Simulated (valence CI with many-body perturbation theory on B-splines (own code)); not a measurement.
**Tc38+: electric-dipole lines**

Level of theory: configuration interaction combined with many-body perturbation theory (CI+MBPT): three valence electrons over a frozen Dirac-Fock core [He], a basis of 11 s, 11 p, 10 d, 8 f, 5 g, 2 h functions for each j, with the one-electron correlation potential Σ1 (screened to all orders), the two-electron term Σ2, the three-electron term Σ3, Breit, model QED; selected single and double excitations, second order for the rest, scaled by the run's own slope (own B-spline code, finite nucleus).

The last digits are not significant, and no measured levels were compared; by estimate large intervals hold to a few tenths of a per cent, small ones and those within an open d or f shell to about a per cent.

Lines 151 to 200 of 563 in falling wavelength, among levels below 4536.4 eV, chosen from the strongest by gf and those to the six lowest levels. Wavelengths and rates use the calculated energies. Electric multipoles are in the length gauge, E1 and E2 with the static RPA response of the core. Weak lines are less certain than strong ones. Lines between different terms over intervals too small for the method are left out, as are lines whose strength nearly cancels. The highest levels of a list are the least certain.

Levels are named by their leading jj configuration (3d3/2^4 stands for four electrons in 3d with j = 3/2), which in mixed levels can hold well under half, so a name can repeat and another be missing. Letters in brackets count levels of one name in rising energy.

| λ vac (Å) | Upper | Lower | A (s⁻¹) | log gf | Branch % |
| --- | --- | --- | --- | --- | --- |
| 42.81 | (2s 2p3/2^2) J=1/2 | (2s^2 2p3/2) J=3/2 | 1.79e+11 | -1.01 | 99.7 |
| 42.64 | (2s 2p3/2^2) J=3/2 | (2s^2 2p3/2) J=3/2 | 2.79e+11 | -0.52 | 96.3 |
| 42.45 | (2p1/2^2 2p3/2) J=3/2 | (2s 2p1/2^2) J=1/2 | 9.53e+10 | -0.99 | 63.0 |
| 42.05 | (2p1/2 2p3/2^2) J=5/2 | (2s 2p1/2 2p3/2) J=5/2 | 9.04e+10 | -0.84 | 47.9 |
| 40.92 | (2p1/2 2p3/2^2) J=3/2 | (2s 2p1/2 2p3/2) J=3/2 [a] | 1.13e+11 | -0.94 | 47.9 |
| 12.55 | (2s 2p3/2 4f7/2) J=5/2 | (2s 2p3/2 3d3/2) J=3/2 [b] | 9.95e+11 | -0.85 | 3.0 |
| 12.36 | (2s 2p1/2 4f5/2) J=5/2 [a] | (2s 2p1/2 3d5/2) J=3/2 | 1.28e+12 | -0.76 | 3.9 |
| 12.35 | (2s 2p1/2 4p3/2) J=5/2 | (2s 2p1/2 3d5/2) J=7/2 | 8.40e+11 | -0.94 | 10.0 |
| 12.35 | (2s 2p1/2 4f7/2) J=7/2 [a] | (2s 2p1/2 3d5/2) J=5/2 [b] | 1.74e+12 | -0.50 | 5.3 |
| 12.34 | (2s 2p3/2 4p3/2) J=5/2 [b] | (2s 2p3/2 3d5/2) J=7/2 [b] | 8.77e+11 | -0.92 | 3.9 |
| 12.33 | (2s 2p3/2 4s) J=5/2 | (2s 2p3/2 3p3/2) J=5/2 [a] | 1.08e+12 | -0.83 | 8.5 |
| 12.30 | (2s 2p3/2 4f5/2) J=3/2 | (2s 2p3/2 3d5/2) J=1/2 | 1.34e+12 | -0.91 | 4.0 |
| 12.29 | (2p1/2^2 4s) J=1/2 | (2p1/2^2 3p3/2) J=3/2 | 4.18e+12 | -0.72 | 33.2 |
| 12.28 | (2s 2p3/2 4s) J=3/2 [a] | (2s 2p3/2 3p3/2) J=5/2 [a] | 1.73e+12 | -0.81 | 10.5 |
| 12.26 | (2s 2p3/2 4p3/2) J=7/2 | (2s 2p3/2 3d5/2) J=9/2 | 7.75e+11 | -0.85 | 10.0 |
| 12.26 | (2s 2p1/2 4s) J=1/2 [a] | (2s 2p1/2 3p3/2) J=3/2 [a] | 4.18e+12 | -0.73 | 29.6 |
| 12.26 | (2s 2p3/2 4f7/2) J=3/2 | (2s 2p3/2 3d5/2) J=1/2 | 2.02e+13 | 0.26 | 62.3 |
| 12.25 | (2s 2p1/2 4s) J=3/2 | (2s 2p1/2 3p3/2) J=5/2 | 3.23e+12 | -0.54 | 20.9 |
| 12.25 | (2s 2p1/2 4s) J=1/2 [b] | (2s 2p1/2 3p3/2) J=3/2 [b] | 2.59e+12 | -0.93 | 19.4 |
| 12.24 | (2p1/2^2 4f7/2) J=7/2 | (2p1/2 2p3/2 3s) J=5/2 | 3.50e+12 | -0.20 | 10.8 |
| 12.22 | (2s 2p3/2 4f5/2) J=9/2 | (2s 2p3/2 3d5/2) J=7/2 [a] | 7.33e+11 | -0.79 | 2.2 |
| 12.20 | (2s 2p3/2 4f7/2) J=7/2 | (2s 2p3/2 3d5/2) J=7/2 [a] | 5.04e+12 | -0.05 | 15.4 |
| 12.20 | (2s 2p3/2 4f7/2) J=9/2 | (2s 2p3/2 3d5/2) J=7/2 [a] | 3.00e+13 | 0.83 | 93.3 |
| 12.19 | (2s 2p1/2 4f5/2) J=7/2 | (2s 2p1/2 3d5/2) J=5/2 [b] | 2.12e+12 | -0.42 | 6.4 |
| 12.19 | (2s 2p1/2 4f5/2) J=5/2 [b] | (2s 2p1/2 3d5/2) J=5/2 [b] | 8.60e+11 | -0.94 | 2.6 |
| 12.18 | (2s^2 4s) J=1/2 | (2s^2 3p3/2) J=3/2 | 3.73e+12 | -0.78 | 24.2 |
| 12.17 | (2s 2p1/2 4f5/2) J=5/2 [b] | (2s 2p1/2 3d5/2) J=3/2 | 1.39e+12 | -0.73 | 4.2 |
| 12.17 | (2s 2p1/2 4f7/2) J=7/2 [a] | (2s 2p3/2 3s) J=5/2 | 6.82e+12 | 0.08 | 20.9 |
| 12.17 | (2s 2p1/2 4f5/2) J=5/2 [a] | (2s 2p1/2 3d3/2) J=3/2 [b] | 2.79e+12 | -0.43 | 8.4 |
| 12.16 | (2s 2p3/2 4s) J=3/2 [b] | (2s 2p3/2 3p3/2) J=5/2 [b] | 2.31e+12 | -0.69 | 6.7 |
| 12.16 | (2s 2p1/2 4f7/2) J=5/2 | (2s 2p1/2 3d5/2) J=5/2 [b] | 2.46e+12 | -0.49 | 7.5 |
| 12.16 | (2s 2p3/2 4f5/2) J=5/2 | (2s 2p3/2 3d5/2) J=3/2 [a] | 1.39e+12 | -0.73 | 4.2 |
| 12.16 | (2s 2p3/2 4s) J=5/2 | (2s 2p3/2 3p3/2) J=7/2 | 2.74e+12 | -0.44 | 21.7 |
| 12.16 | (2s 2p1/2 4f7/2) J=7/2 [b] | (2s 2p1/2 3d5/2) J=5/2 [b] | 2.63e+13 | 0.67 | 80.8 |
| 12.15 | (2s 2p1/2 4f7/2) J=5/2 | (2s 2p1/2 3d5/2) J=3/2 | 2.65e+13 | 0.55 | 81.0 |
| 12.14 | (2s 2p3/2 4s) J=3/2 [a] | (2s 2p3/2 3p3/2) J=3/2 | 1.42e+12 | -0.90 | 8.7 |
| 12.14 | (2p1/2^2 4f5/2) J=5/2 | (2p1/2^2 3d5/2) J=5/2 | 1.86e+12 | -0.61 | 5.7 |
| 12.12 | (2s^2 4f5/2) J=5/2 | (2s 2p1/2 3p1/2) J=3/2 | 1.21e+12 | -0.80 | 3.6 |
| 12.12 | (2s 2p3/2 4f7/2) J=5/2 | (2s 2p3/2 3d5/2) J=3/2 [a] | 1.98e+13 | 0.42 | 60.2 |
| 12.11 | (2p1/2^2 4f7/2) J=7/2 | (2p1/2^2 3d5/2) J=5/2 | 2.80e+13 | 0.69 | 86.8 |
| 12.10 | (2s 2p3/2 4f7/2) J=3/2 | (2s 2p3/2 3d5/2) J=3/2 [a] | 8.90e+12 | -0.11 | 27.5 |
| 12.08 | (2s 2p3/2 4f7/2) J=7/2 | (2s 2p3/2 3d5/2) J=5/2 [a] | 2.45e+13 | 0.63 | 74.9 |
| 12.06 | (2s 2p1/2 4f7/2) J=7/2 [a] | (2s 2p1/2 3d5/2) J=5/2 [a] | 1.26e+13 | 0.34 | 38.6 |
| 12.06 | (2s 2p3/2 4f7/2) J=5/2 | (2s 2p3/2 3d5/2) J=5/2 [a] | 9.32e+12 | 0.09 | 28.4 |
| 12.06 | (2s 2p1/2 4f5/2) J=7/2 | (2s 2p1/2 3d5/2) J=7/2 | 2.40e+12 | -0.38 | 7.2 |
| 12.06 | (2s^2 4f5/2) J=5/2 | (2s^2 3d5/2) J=5/2 | 2.16e+12 | -0.55 | 6.5 |
| 12.04 | (2s 2p1/2 4f7/2) J=9/2 | (2s 2p1/2 3d5/2) J=7/2 | 3.21e+13 | 0.84 | 98.4 |
| 12.03 | (2s^2 4f7/2) J=7/2 | (2s^2 3d5/2) J=5/2 | 3.25e+13 | 0.75 | 98.5 |
| 12.03 | (2s 2p1/2 4f7/2) J=7/2 [b] | (2s 2p1/2 3d5/2) J=7/2 | 2.24e+12 | -0.41 | 6.9 |
| 12.02 | (2s 2p1/2 4f5/2) J=7/2 | (2s 2p3/2 3s) J=5/2 | 2.47e+12 | -0.37 | 7.4 |
